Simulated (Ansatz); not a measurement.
Job for Ansatz (a quantum-chemistry and plane-wave program): R-CCSD(T)/aug-cc-pVTZ on H2 (SMILES [H][H]) with ghost functions, monomers drawn apart or pushed together.

Ansatz 0.2 input:
```yaml
crystal:
  periodic: [false, false, false]
  atoms:
    - {symbol: H, position_ang: [-0.20868044, -0.15958355, 2.29572883]}
    - {symbol: H, position_ang: [0.06082153, -0.39903804, 2.94899928]}
basis:
  gaussian:
    orbitals: aug-cc-pVTZ
    ghost_atoms:
      - {symbol: C, position_ang: [0.68555280, 0.34947682, -0.35468244]}
      - {symbol: O, position_ang: [-0.66137539, 0.20278017, 0.07652935]}
      - {symbol: H, position_ang: [1.37289390, -0.28147864, 0.21926857]}
      - {symbol: H, position_ang: [0.95632513, 1.39133564, -0.19042839]}
      - {symbol: H, position_ang: [0.80217985, 0.12518401, -1.42035025]}
      - {symbol: H, position_ang: [-0.93646698, -0.70741956, -0.07222238]}
magnetization: {spin_polarized: false}
correlation: {method: ccsd_t, electrons: outside_noble_gas}
scf: {lower_state_search: off}
```

It printed:

```
WARN ansatz: RAYON_NUM_THREADS=1 ignored (pool sized by the plan → 1); use --threads N
Functional definition: HF
these checks for a lower state are left out or cut short: stability, starts, cluster_reference, orbital_swaps, neighbouring_geometries, increment
integrals: 1.25 GiB planned
1284 factors; integrals over basis functions are off by at most 1.1e-3 eV
mean field: 0.55 GiB planned
mean field evaluation 1: about -30.7395 eV, gradient 3.6e0 eV
mean field evaluation 2: about -30.7394 eV, gradient 3.6e0 eV
mean field evaluation 4: about -30.8299 eV, gradient 7.0e-2 eV
mean field evaluation 8: about -30.8299 eV, gradient 2.0e-7 eV
mean field -30.82990400 eV, -1.1329780746 hartree, gradient 2.0e-7 eV, S^2 0.000000; 0 other end points of the search recorded, 0 dependent functions left out
reference -30.82990400 eV, -1.1329780746 hartree; 1, 1 occupied and 229, 229 virtual orbitals, 1284 factors
second order -0.87243435 eV of doubles, -0.00000000 eV of singles
coupled cluster: 1.21 GiB planned
cycle   1  -1.01459726 eV  change   -1.4e-1 eV  update   2.6e-2
cycle   2  -1.07995202 eV  change   -6.5e-2 eV  update   9.1e-3
cycle   3  -1.08054831 eV  change   -6.0e-4 eV  update   1.1e-3
cycle   4  -1.08065940 eV  change   -1.1e-4 eV  update   2.0e-4
cycle   5  -1.08063457 eV  change    2.5e-5 eV  update   4.8e-5
cycle   6  -1.08062137 eV  change    1.3e-5 eV  update   1.1e-5
cycle   7  -1.08062137 eV  change    7.4e-9 eV  update   2.9e-6
cycle   8  -1.08062220 eV  change   -8.3e-7 eV  update   6.5e-7
perturbative correction -0.00000000 eV, -0.0000000000 hartree
Total energy: -31.91052619 eV, -1.1726902079 hartree
Checks for a lower state left out: stability, starts, cluster_reference, orbital_swaps, neighbouring_geometries, increment
```

Self-consistency was reached.

Cost: about 4 core-minutes (a rough figure).
